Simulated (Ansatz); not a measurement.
`C[SiH2]C(=O)O` → `O=CO` + `C[SiH]` at 600 K and 1 bar (silylene formation by 1,1-elimination).

Computed with Ansatz on PBE0-D4/def2-TZVP structures; ΔE is electronic, products minus reactants. CCSD(T)/CBS is the MP2 limit (def2-TZVPP, def2-QZVPP) plus CCSD(T) − MP2 in def2-TZVPP, frozen cores. This one scheme is used for every species. Each species was taken in one conformer, which may not be the lowest.

```csv
species,CCSD(T)/CBS energy (Eh),H − E (kJ/mol),S (J/(mol·K))
`C[SiH2]C(=O)O`,-519.15635,267.2,449.1
`O=CO`,-189.60296,117.0,286.2
`C[SiH]`,-329.46712,143.5,309.3
```

H − E and S are ideal-gas, rigid-rotor, harmonic terms from PBE0-D4/def2-TZVP, for one conformer and one mirror image of each species. 1 Eh = 2625.50 kJ/mol, R = 8.31446 J/(mol·K).

By hand: ΔE, ΔH, ΔS and ΔG.

ΔE = (-189.60296) + (-329.46712) − (-519.15635) = 0.08627 Eh = 226.5 kJ/mol. Δ(H − E) = 117.0 + 143.5 − 267.2 = -6.7, so ΔH = 219.8 kJ/mol. ΔS = 286.2 + 309.3 − 449.1 = 146.4 J/(mol·K). ΔG = 219.8 − 600 × (146.4)/1000 = 132.0 kJ/mol.

By hand: the equilibrium constant, and the temperature at which ΔG would vanish if ΔH and ΔS stayed fixed.

log₁₀ K = −ΔG/(RT ln 10) = -11.5. ΔG = 0 at ΔH/ΔS = 1501 K.

The number of gas molecules changes by +1, which sets the sign of ΔS. A doubt of 5 kJ/mol in ΔE shifts log₁₀ K by 0.4 here. Other conformers and mirror images would add mixing entropy, several J/(mol·K) or more a flexible species. Modes under 60 cm⁻¹, often nearly free rotors, make the harmonic entropy too high. These are equilibria of isolated gas molecules and say nothing of rates. Largest T1 diagnostic: 0.016 (customary marks: 0.02 for closed shells, 0.045 for open ones).
